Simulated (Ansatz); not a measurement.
`[Cl][GeH2][Cl]` + H₂S → `[SH][GeH2][Cl]` + HCl at 600 K and 1 bar (ligand exchange at a Ge–Cl bond).

Computed with Ansatz on PBE0-D4/def2-TZVP structures; ΔE is electronic, products minus reactants. CCSD(T)/CBS is the MP2 limit (def2-TZVPP, def2-QZVPP) plus CCSD(T) − MP2 in def2-TZVPP, frozen cores. This one scheme is used for every species. For Ge outer-core shells are correlated without core-valence functions, which leaves a few kJ/mol of doubt a bond. Scalar relativity is left out up to krypton. One conformer a species, not always the lowest.

```json
{"species": "`[Cl][GeH2][Cl]`", "CCSD(T)/CBS energy (Eh)": "-2996.94498", "H − E (kJ/mol)": "87.0", "S (J/(mol·K))": "354.5"}
{"species": "H₂S", "CCSD(T)/CBS energy (Eh)": "-398.97279", "H − E (kJ/mol)": "60.8", "S (J/(mol·K))": "230.9"}
{"species": "`[SH][GeH2][Cl]`", "CCSD(T)/CBS energy (Eh)": "-2935.52817", "H − E (kJ/mol)": "114.3", "S (J/(mol·K))": "382.2"}
{"species": "HCl", "CCSD(T)/CBS energy (Eh)": "-460.38127", "H − E (kJ/mol)": "35.4", "S (J/(mol·K))": "207.2"}
```

H − E and S are ideal-gas, rigid-rotor, harmonic terms from PBE0-D4/def2-TZVP, for one conformer and one mirror image of each species. 1 Eh = 2625.50 kJ/mol, R = 8.31446 J/(mol·K).

Problem. By hand: ΔE, ΔH, ΔS and ΔG.

Solution. ΔE = (-2935.52817) + (-460.38127) − (-2996.94498) − (-398.97279) = 0.00833 Eh = 21.9 kJ/mol. Δ(H − E) = 114.3 + 35.4 − 87.0 − 60.8 = 1.9, so ΔH = 23.8 kJ/mol. ΔS = 382.2 + 207.2 − 354.5 − 230.9 = 4.0 J/(mol·K). ΔG = 23.8 − 600 × (4.0)/1000 = 21.4 kJ/mol.

Problem. By hand: the equilibrium constant, and the temperature at which ΔG would vanish if ΔH and ΔS stayed fixed.

Solution. log₁₀ K = −ΔG/(RT ln 10) = -1.9. ΔG = 0 at ΔH/ΔS = 5950 K, far beyond where these terms or the molecules hold.

The number of gas molecules stays the same, so ΔS is small and ΔH decides. A doubt of 5 kJ/mol in ΔE shifts log₁₀ K by 0.4 here. Other conformers and mirror images would add mixing entropy, several J/(mol·K) or more a flexible species. These are equilibria of isolated gas molecules and say nothing of rates. Largest T1 diagnostic: 0.010 (customary marks: 0.02 for closed shells, 0.045 for open ones).
